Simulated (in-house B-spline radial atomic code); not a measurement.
RPA and G0W0 on LC-wPBE: Br VIII (Br7+)

Configuration [Ar] 3d10, mean-field start LC-wPBE. Computed with a B-spline radial code for spherical atoms: all electrons, non-relativistic, point nucleus, each spin shell either full or empty, empty states to l = 9 with an (l + 1/2)⁻⁴ tail; G0W0 by contour deformation at full frequency.

Command:
```bash
python run_gw.py task.json out
```
Settings (radii: box in bohr, nucleus in fm):
```
Z                        35
electrons                28
configuration            [Ar] 3d10
hamiltonian              nr
method                   lc_wpbe
lmax                     9
spin_polarised           False
box_radius               8.41
intervals                49
```

Cost of the run: 1.9 s on 1 thread of Arm Neoverse N1, on a shared host.

Energies (hartree):

```
                                     term        value
                         mean-field total  -2560.45568
Hartree-Fock functional on these orbitals  -2559.41025
                      direct second order      -2.3386
                    second-order exchange       0.6792
                         SOSEX correction      0.63598
```

Task: What is the RPA correlation energy, and what remains with SOSEX?

Result: RPA gives -2.0837 hartree (-2.02 eV per electron); RPA + SOSEX gives -1.4477, and the second-order doubles -1.6594 hartree (no singles). RPA lacks exchange-type terms and so overcorrelates at short range.

Quasi-particle levels (eV):

| level | occupied | mean field | Σx - vxc | Σc | QP weight | G0W0 |
| --- | --- | --- | --- | --- | --- | --- |
| 3d | yes | -182.74 | -14.23 | ? | ? | ? |
| 3p | yes | -286.85 | -25.62 | 7.37 | 0.915 | -305.10 |
| 3s | yes | -345.08 | -32.20 | 9.32 | 0.878 | -367.96 |
| 2p | yes | -1633.05 | -72.28 | 28.31 | 0.878 | -1677.02 |
| 4s | no | -104.75 | 4.58 | -1.34 | 0.994 | -101.51 |

G0W0 = mean field + (Σx - vxc) + Σc, with Σc (partial-wave tail included) taken at the quasi-particle energy. Only the outer levels were computed.

Task: Where does G0W0 put 3d?

Result: At -194.86 eV, with Σc = 2.12 eV and a quasi-particle weight of 0.971. The tabulated removal energy is 192.61 ± 0.06 eV (NIST, measured); the calculation leaves out relativity, Breit and QED terms, and what these don't explain is the method's own error.
